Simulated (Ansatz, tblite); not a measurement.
Cost and result up the ladder for SiH2Me(vinyl) (C₃H₈Si) (12 atoms). The state is a singlet with charge 0. Geometry: r2SCAN-D4/def2-SVP.

Cartesian coordinates in Å:
```
Si -0.5734 -0.6381 -0.1402
H -1.2065 -0.9172 1.1870
H -1.5361 -1.0390 -1.2165
C 1.0085 -1.6374 -0.3385
H 0.8015 -2.7188 -0.2997
H 1.7262 -1.3971 0.4617
H 1.4920 -1.4218 -1.3048
C -0.2391 1.2011 -0.2508
C -0.4827 2.0726 0.7408
H 0.1919 1.5986 -1.1824
H -0.9153 1.7522 1.6974
H -0.2668 3.1448 0.6459
```

Ansatz on 4 threads of Intel Xeon on a shared host; xTB runs through tblite on one thread. Times are rough, summed over both states, and most runs start from the orbitals of an earlier one. PBE0-D4/def2-TZVP serves as the yardstick here, not as an exact answer. The other state is a doublet.

The xTB rows come from tblite.

Raw xTB energies of ions are shifted by several eV.

| level | functions | wall time |
| --- | --- | --- |
| GFN2-xTB | 29 | 0.027 s |
| GFN1-xTB | 37 | 0.054 s |
| PBE-D4/def2-TZVP | 178 | 16 s |
| r2SCAN-D4/def2-TZVP | 178 | 22 s |
| PBE0-D4/def2-TZVP (with forces) | 178 | 23 s |

**Question.** Estimate what each level gives for the vertical IE (eV).

**Answer.** 
```csv
level,vertical IE (eV),difference from PBE0-D4/def2-TZVP (eV)
GFN2-xTB,13.59,3.74
GFN1-xTB,14.60,4.75
PBE-D4/def2-TZVP,9.67,-0.17
r2SCAN-D4/def2-TZVP,9.69,-0.15
PBE0-D4/def2-TZVP (with forces),9.85,0.00
```
